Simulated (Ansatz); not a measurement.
Gas-phase electronic energies from Ansatz, PBE0-D4/def2-TZVP geometries. CBS: MP2 limit from def2 TZ/QZ plus the TZ coupled-cluster correction, frozen cores. This one scheme is used for every species. DFT in def2-TZVPP. Each species was taken in one conformer, which may not be the lowest.

Reaction (formal exchange of groups at the Si–Cl bond): `F[SiH2][SiH2]Cl` + `BO` → `OB[SiH2][SiH2]F` + HCl

```tsv
level	ΔE (kJ/mol)
r2SCAN-D4	95.9
ωB97M-V	102.2
PBE0	93.9
CCSD/def2-TZVPP	99.9
CCSD(T)/def2-TZVPP	95.9
HF/CBS(def2)	129.9
MP2/CBS(def2)	112.2
CCSD/CBS(def2)	104.9
```

Problem. What does CCSD(T)/CBS give? (Best estimate.)

Solution. Computed: +100.8 kJ/mol. The listed levels differ from it by -4.9, 1.4, -6.9, -0.9, -4.9, 29.1, 11.4, 4.1 kJ/mol.

Largest T1 diagnostic among the species: 0.014.

The D4 term adds −3.8 kJ/mol with B3LYP and −2.3 kJ/mol with PBE0; it sums over pairs of atoms, weighted by their polarisabilities, and B3LYP, whose exchange is more repulsive, gets the larger term. In def2-TZVPP, CCSD(T) changes the Hartree–Fock value by −32.4 kJ/mol (the triples alone add −4.0 kJ/mol) and MP2 by −21.1 kJ/mol. From PBE to PBE0 (25 % exact exchange), in def2-TZVPP and without D4, ΔE moves by +7.5 kJ/mol.

B3LYP here is the variant with VWN-RPA as its local correlation; programs differ in this.
